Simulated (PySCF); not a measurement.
Input for PySCF: D3(BJ) and D4 dispersion corrections on AlAsH4O (SMILES [OH][AlH][AsH2]), a point of a torsion scan.

```python
from pyscf import gto
from pyscf.dispersion import dftd3, dftd4

mol = gto.M(
    atom='''
    O    -1.83926230   -0.58899155    0.39397353
    Al   -0.50488806    0.26125540   -0.05974815
    As    1.71261975   -0.23983465    0.72382101
    H    -2.66278300   -1.01393917    0.59325869
    H    -0.77982767    1.38925987   -1.08718148
    H     2.16793771    0.92001278   -0.13195013
    H     1.77946698   -1.13420808   -0.49960446
    ''',
    basis='def2-svp',
    charge=0, spin=0, verbose=0, max_memory=1800)
d3, d4 = {}, {}
for xc in ['hf', 'pbe', 'blyp', 'revpbe', 'tpss', 'r2scan', 'b3lyp', 'pbe0', 'bhlyp', 'camb3lyp', 'b2plyp']:
    d3[xc] = float(dftd3.DFTD3Dispersion(mol, xc=xc, version='d3bj', atm=False).get_dispersion()['energy'])
    print(f'D3(BJ) {xc:10s} {d3[xc]:14.8f} Eh')
for xc in ['hf', 'pbe', 'blyp', 'revpbe', 'tpss', 'r2scan', 'b3lyp', 'pbe0', 'bhlyp', 'camb3lyp', 'b2plyp']:
    d4[xc] = float(dftd4.DFTD4Dispersion(mol, xc={'camb3lyp': 'cam-b3lyp'}.get(xc, xc), atm=True).get_dispersion()['energy'])
    print(f'D4     {xc:10s} {d4[xc]:14.8f} Eh')
```

Program output:

```
D3(BJ) hf            -0.03834892 Eh
D3(BJ) pbe           -0.00438496 Eh
D3(BJ) blyp          -0.01008105 Eh
D3(BJ) revpbe        -0.01038553 Eh
D3(BJ) tpss          -0.00574939 Eh
D3(BJ) r2scan        -0.00121964 Eh
D3(BJ) b3lyp         -0.00843792 Eh
D3(BJ) pbe0          -0.00403086 Eh
D3(BJ) bhlyp         -0.00744702 Eh
D3(BJ) camb3lyp      -0.00406686 Eh
D3(BJ) b2plyp        -0.00438102 Eh
D4     hf            -0.01494278 Eh
D4     pbe           -0.00453145 Eh
D4     blyp          -0.00974421 Eh
D4     revpbe        -0.01209268 Eh
D4     tpss          -0.00606690 Eh
D4     r2scan        -0.00103919 Eh
D4     b3lyp         -0.00740158 Eh
D4     pbe0          -0.00385237 Eh
D4     bhlyp         -0.00644066 Eh
D4     camb3lyp      -0.00398461 Eh
D4     b2plyp        -0.00313382 Eh
```

The run finished.

Cost: about 0.020 core-seconds (a rough figure).
